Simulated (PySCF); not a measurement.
Ligand exchange on a metal centre used in film growth or etching (Hf NH2-H). All species are isolated molecules in the gas phase. One relaxed conformer stands for each flexible species; it need not be the lowest.

Level of theory: TPSSh-D3(BJ)/def2-TZVP // r2SCAN-D4/def2-SVP in PySCF. 

```json
[
 {"species": "1 of 4 NH2 replaced by H ([Hf(NH2)3(H)])", "charge on the central atom (Mulliken) (e)": "…", "LUMO (eV)": "-0.25", "HOMO–LUMO gap (eV)": "6.14", "mean distance from the central atom to its bonded neighbours (Å)": "1.998"},
 {"species": "2 of 4 NH2 replaced by H", "charge on the central atom (Mulliken) (e)": "1.07", "LUMO (eV)": "…", "HOMO–LUMO gap (eV)": "…", "mean distance from the central atom to its bonded neighbours (Å)": "1.947"},
 {"species": "3 of 4 NH2 replaced by H ([Hf(NH2)(H)3])", "charge on the central atom (Mulliken) (e)": "0.93", "LUMO (eV)": "-1.91", "HOMO–LUMO gap (eV)": "5.31", "mean distance from the central atom to its bonded neighbours (Å)": "1.897"},
 {"species": "4 of 4 NH2 replaced by H ([Hf(H)4])", "charge on the central atom (Mulliken) (e)": "0.84", "LUMO (eV)": "-2.47", "HOMO–LUMO gap (eV)": "5.42", "mean distance from the central atom to its bonded neighbours (Å)": "…"}
]
```

### Question
What belongs in the gaps?

### Answer

- 1 of 4 NH2 replaced by H ([Hf(NH2)3(H)]), charge on the central atom (Mulliken) (e): 1.24
- 2 of 4 NH2 replaced by H, LUMO (eV): -1.18
- 2 of 4 NH2 replaced by H, HOMO–LUMO gap (eV): 5.62
- 4 of 4 NH2 replaced by H ([Hf(H)4]), mean distance from the central atom to its bonded neighbours (Å): 1.847
